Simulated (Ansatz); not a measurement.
Cost and result for the atomization energy of `Cl[Si](Cl)(Cl)B([Si](Cl)(Cl)Cl)[Si](Cl)(Cl)Cl` (13 atoms, 12 bonds).

```csv
atom,x (Å),y (Å),z (Å)
Cl1,0.567,-3.172,0.250
Si2,0.065,-1.504,1.310
Cl3,-1.804,-1.675,2.104
Cl4,1.386,-1.309,2.842
B5,0.001,-0.001,-0.001
Si6,-1.264,-0.074,-1.542
Cl7,-2.491,1.542,-1.353
Cl8,-0.141,0.053,-3.238
Cl9,-2.424,-1.737,-1.679
Si10,1.199,1.577,0.232
Cl11,1.043,3.043,-1.168
Cl12,0.751,2.387,2.048
Cl13,3.110,0.869,0.197
```

Charge 0, multiplicity 1. The geometry is a stationary point of PBE0-D4/def2-TZVP. It is one conformer, not always the lowest. Program: Ansatz. All runs use 4 threads of an AMD EPYC 7R13 on a shared host and a share of an NVIDIA H100 80 GB. Times are those of one run each, without the atoms' runs, and a repeat can differ threefold. Electronic energies, without spin–orbit coupling; frozen cores. CCSD(T)/CBS adds CCSD(T) − MP2 in def2-TZVPP to the MP2 limit, and its time is that of the two runs behind it. T1 = 0.011.

CCSD(T)/CBS is a level of theory with its own doubt, some kJ/mol a heavy atom from the limit and from the frozen cores, so smaller differences don't rank the functionals.

```csv
level,functions,wall time
BLYP-D4/def2-TZVPP,535,2.4 s
revPBE-D4/def2-TZVPP,535,2.6 s
r2SCAN-D4/def2-TZVPP (with forces),535,3.2 s
LDA (SPW92)/def2-TZVPP,535,4 s
PBE0-D4/def2-TZVPP,535,6 s
B97M-V/def2-TZVPP,535,6.5 s
CCSD(T)/def2-SVP,230,7 s
MP2/def2-QZVPP,897,7 s
BHLYP-D4/def2-TZVPP,535,8 s
CAM-B3LYP-D4/def2-TZVPP,535,10 s
ωB97M-V/def2-TZVPP (with forces),535,17 s
CCSD(T)/def2-TZVPP,535,110 s
CCSD(T)/CBS(def2),–,120 s
```

(1) What atomization energy does each give, and how far from CCSD(T)/CBS? (An estimate is asked.)

Answers

(1) Computed: 
```
                             level  atomization (kcal/mol)  difference from CCSD(T)/CBS  per bond
                BLYP-D4/def2-TZVPP                  1029.7                        -24.3      -2.0
              revPBE-D4/def2-TZVPP                  1058.0                          4.0       0.3
r2SCAN-D4/def2-TZVPP (with forces)                  1075.7                         21.7       1.8
            LDA (SPW92)/def2-TZVPP                  1221.4                        167.4      13.9
                PBE0-D4/def2-TZVPP                  1071.0                         17.0       1.4
                 B97M-V/def2-TZVPP                  1085.3                         31.3       2.6
                  CCSD(T)/def2-SVP                   944.3                       -109.7      -9.1
                    MP2/def2-QZVPP                  1097.3                         43.3       3.6
               BHLYP-D4/def2-TZVPP                  1014.9                        -39.1      -3.3
           CAM-B3LYP-D4/def2-TZVPP                  1034.6                        -19.4      -1.6
  ωB97M-V/def2-TZVPP (with forces)                  1066.8                         12.8       1.1
                CCSD(T)/def2-TZVPP                  1008.6                        -45.4      -3.8
                 CCSD(T)/CBS(def2)                  1054.0                          0.0       0.0
```

From r2SCAN to r2SCAN0 (25 % exact exchange), in def2-TZVPP and without D4, the atomization energy moves by −22.1 kcal/mol: exact exchange takes away binding that semilocal exchange gives to molecules. The D4 term adds +41.9 kcal/mol with B3LYP and +23.1 kcal/mol with PBE0; it sums over pairs of atoms, weighted by their polarisabilities, and B3LYP, whose exchange is more repulsive, gets the larger term. In def2-TZVPP, CCSD(T) changes the Hartree–Fock value by +238.0 kcal/mol (the triples alone add +29.3 kcal/mol) and MP2 by +300.3 kcal/mol; breaking electron pairs costs correlation energy, which Hartree–Fock lacks.

B3LYP here is the variant with VWN-RPA as its local correlation; programs differ in this.
